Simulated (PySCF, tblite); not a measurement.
Breaking a bond: CH (cation, charge +1), singlet.

GFN2-xTB, 300 K electronic temperature (tblite); UCCSD(T) = CCSD(T) on UHF/6-31G, 1 core orbital frozen in PySCF.

Energies relative to the lowest point of each curve near equilibrium, in eV; the last columns give the difference from UCCSD(T):

| R / Å | GFN2-xTB | UCCSD(T) | GFN2-xTB − UCCSD(T) |
|---|---|---|---|
| 0.85 | 2.138 | 2.181 | -0.043 |
| 0.92 | 1.111 | 1.067 | 0.044 |
| 0.96 | 0.729 | 0.654 | 0.075 |
| 1.02 | 0.349 | 0.258 | 0.092 |
| 1.07 | 0.161 | 0.081 | 0.079 |
| 1.10 | 0.088 | 0.026 | 0.062 |
| 1.14 | 0.029 | 0.000 | 0.029 |
| 1.17 | 0.007 | 0.009 | -0.002 |
| 1.20 | 0.000 | 0.037 | -0.037 |
| 1.26 | 0.023 | 0.140 | -0.117 |
| 1.33 | 0.093 | 0.311 | -0.218 |
| 1.41 | 0.213 | 0.545 | -0.332 |
| 1.54 | 0.460 | 0.952 | -0.492 |
| 1.69 | 0.782 | 1.409 | -0.627 |
| 1.90 | 1.239 | 1.921 | -0.683 |
| 2.04 | 1.521 | — | — |
| 2.29 | 1.943 | — | — |
| 2.52 | 2.222 | — | — |
| 2.78 | 2.423 | — | — |
| 3.11 | 2.548 | — | — |

GFN2-xTB is furthest from UCCSD(T) at 1.90 (-0.683 eV, below); its mean absolute difference over the points is 0.195 eV.

A dash means that the run gave no value there, or that the column was ended at a point which the program doubted or which failed a test of continuity chosen for this set; such a test can also cut sound points.

The unrestricted determinant behind UCCSD(T) is spin-contaminated at 0.85 to 4.54 Å (<S²> up to 1.0, against 0.00 for a pure singlet).
